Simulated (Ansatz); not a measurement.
Harmonic frequencies (cm⁻¹) at PBE0-D4/def2-TZVP from Ansatz: 26, 86, 96, 97, 107, 142, 174, 248, 256, 271, 422, 432, 436, 453, 610, 614, 1930, 1932.

Q: Which molecule is it?
A. `[Cl][In@H-]1[Cl+][In@@H-]([Cl])[Cl+]1`
B. `F[B@H-]1[Cl+][B@H-](F)[Cl+]1`
C. `[F][In@H-]1[Cl+][In@@H-]([F])[Cl+]1`
D. `[F+]1[InH2-][F+][InH2-]1`

A: C.
